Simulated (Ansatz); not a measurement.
Input and output for C₁₀H₁₀Cl₄N₂Sn (relaxed from a model of cis-Sn(py)2Cl4, whose bonding it doesn't keep).

```yaml
crystal:
  periodic: [false, false, false]
  atoms:
    - {symbol: Sn, position_ang: [-1.582162, -0.158067, -1.673878]}
    - {symbol: N, position_ang: [-1.483386, -0.047533, 0.701157]}
    - {symbol: C, position_ang: [-0.797514, 0.917529, 1.341823]}
    - {symbol: C, position_ang: [-0.773868, 0.995513, 2.738965]}
    - {symbol: C, position_ang: [-1.499915, 0.051573, 3.479528]}
    - {symbol: C, position_ang: [-2.224514, -0.937302, 2.797750]}
    - {symbol: C, position_ang: [-2.190536, -0.957455, 1.399055]}
    - {symbol: H, position_ang: [-0.290761, 1.653410, 0.697742]}
    - {symbol: H, position_ang: [-0.199654, 1.793745, 3.231060]}
    - {symbol: H, position_ang: [-1.505865, 0.089794, 4.579599]}
    - {symbol: H, position_ang: [-2.815019, -1.691304, 3.337218]}
    - {symbol: H, position_ang: [-2.726426, -1.711648, 0.801856]}
    - {symbol: Cl, position_ang: [-1.224660, -0.241922, -4.046049]}
    - {symbol: N, position_ang: [0.782332, -0.019664, -1.439404]}
    - {symbol: C, position_ang: [1.468660, -0.853803, -0.636317]}
    - {symbol: C, position_ang: [2.863312, -0.792854, -0.536395]}
    - {symbol: C, position_ang: [3.554446, 0.151928, -1.308374]}
    - {symbol: C, position_ang: [2.827388, 1.002577, -2.153863]}
    - {symbol: C, position_ang: [1.433214, 0.888812, -2.191794]}
    - {symbol: H, position_ang: [0.866910, -1.601926, -0.096525]}
    - {symbol: H, position_ang: [3.392907, -1.486449, 0.132261]}
    - {symbol: H, position_ang: [4.651844, 0.220820, -1.256045]}
    - {symbol: H, position_ang: [3.328219, 1.751386, -2.783539]}
    - {symbol: H, position_ang: [0.801173, 1.531316, -2.824270]}
    - {symbol: Cl, position_ang: [-3.969633, -0.280481, -1.454288]}
    - {symbol: Cl, position_ang: [-1.448153, 2.286455, -1.549764]}
    - {symbol: Cl, position_ang: [-1.238349, -2.554436, -1.287498]}
basis:
  gaussian: {orbitals: def2-mTZVPP, fitting: {mean_field: def2-universal-jkfit}}
hamiltonian: {xc: {name: HF}}
correlation: {method: mp2}
output: {forces: true}
```

```sh
$ ansatz run in.yaml --threads 2 --pin off --events-out ev --progress --plain --max-ram 32768MiB --backend cuda --devices 0, --max-vram 18GiB
```

It prints (some lines left out):

```
Functional definition: HF
1814 factors; integrals over basis functions are off by at most 4.3e-1 eV
mean field evaluation 1: about -69248.6309 eV, gradient 5.1e1 eV
mean field evaluation 2: about -69255.1709 eV, gradient 2.1e1 eV
mean field evaluation 4: about -69256.2593 eV, gradient 1.7e0 eV
mean field evaluation 8: about -69256.2681 eV, gradient 2.2e-6 eV
mean field -69256.26812006 eV, -2545.1209098276 hartree, gradient 2.2e-6 eV, S^2 0.000000; 0 other end points of the search recorded, 0 dependent functions left out; unrestricted orbitals would lower it
36 core orbitals not correlated: weight in the atoms' cores, before any rotation towards them, 1.000 or more for the frozen orbitals, at most 0.000 for the correlated occupied ones
reference -69256.26812006 eV, -2545.1209098276 hartree; 51, 51 occupied and 345, 345 virtual orbitals, 1814 factors
second order -69.05681534 eV of doubles, -0.00000000 eV of singles
Total energy: -69325.32493540 eV, -2547.6587009831 hartree
Atom 0 at    -1.582162    -0.158067    -1.673878 Å, force     0.234024     0.024263     0.252657 eV/Å
Atom 1 at    -1.483386    -0.047533     0.701157 Å, force    -0.027975     0.000707    -0.286206 eV/Å
Atom 2 at    -0.797514     0.917529     1.341823 Å, force     0.365107     0.448960    -0.018795 eV/Å
Atom 3 at    -0.773868     0.995513     2.738965 Å, force    -0.030984     0.013604     0.002930 eV/Å
Atom 4 at    -1.499915     0.051573     3.479528 Å, force     0.021557    -0.026602     0.200125 eV/Å
Atom 5 at    -2.224514    -0.937302     2.797750 Å, force    -0.012213     0.029604     0.018717 eV/Å
Atom 6 at    -2.190536    -0.957455     1.399055 Å, force    -0.303717    -0.471869     0.028187 eV/Å
Atom 7 at    -0.290761     1.653410     0.697742 Å, force    -0.284144    -0.491255     0.444935 eV/Å
Atom 8 at    -0.199654     1.793745     3.231060 Å, force    -0.354722    -0.486271    -0.302993 eV/Å
Atom 9 at    -1.505865     0.089794     4.579599 Å, force    -0.002881    -0.021040    -0.669251 eV/Å
Atom 10 at    -2.815019    -1.691304     3.337218 Å, force     0.356772     0.458418    -0.323733 eV/Å
Atom 11 at    -2.726426    -1.711648     0.801856 Å, force     0.332670     0.498374     0.435513 eV/Å
Atom 12 at    -1.224660    -0.241922    -4.046049 Å, force    -0.073474    -0.000141     0.398732 eV/Å
Atom 13 at     0.782332    -0.019664    -1.439404 Å, force    -0.282926    -0.031247    -0.049116 eV/Å
Atom 14 at     1.468660    -0.853803    -0.636317 Å, force     0.005385    -0.420385     0.409461 eV/Å
Atom 15 at     2.863312    -0.792854    -0.536395 Å, force     0.003144    -0.017933    -0.026971 eV/Å
Atom 16 at     3.554446     0.151928    -1.308374 Å, force     0.199692     0.045046     0.031384 eV/Å
Atom 17 at     2.827388     1.002577    -2.153863 Å, force     0.014908    -0.023280    -0.011259 eV/Å
Atom 18 at     1.433214     0.888812    -2.191794 Å, force     0.005340     0.444388    -0.347491 eV/Å
Atom 19 at     0.866910    -1.601926    -0.096525 Å, force     0.416621     0.504986    -0.305067 eV/Å
Atom 20 at     3.392907    -1.486449     0.132261 Å, force    -0.323511     0.418211    -0.407439 eV/Å
Atom 21 at     4.651844     0.220820    -1.256045 Å, force    -0.668783    -0.045477    -0.038046 eV/Å
Atom 22 at     3.328219     1.751386    -2.783539 Å, force    -0.300384    -0.452647     0.378035 eV/Å
Atom 23 at     0.801173     1.531316    -2.824270 Å, force     0.457351    -0.419807     0.395717 eV/Å
Atom 24 at    -3.969633    -0.280481    -1.454288 Å, force     0.401314     0.035594    -0.052606 eV/Å
Atom 25 at    -1.448153     2.286455    -1.549764 Å, force    -0.092388    -0.375930    -0.026434 eV/Å
Atom 26 at    -1.238349    -2.554436    -1.287498 Å, force    -0.055784     0.361729    -0.130987 eV/Å
Dipole moment:     1.737092     0.173879     1.837433 e Å
```

It took 17 s on 2 threads of AMD EPYC 7R13 on a shared host and a share (18 GiB) of an NVIDIA H100 80GB HBM3, peak host memory 1.7 GiB.

In the def2 sets Sn takes a core potential; there is no spin–orbit coupling. Correlated methods freeze 36 core orbitals; core or outer-core shells of Sn are correlated, in sets that lack core-valence functions. The restricted singlet (for correlated methods, its reference) is unstable: a solution with broken spin symmetry lies lower.
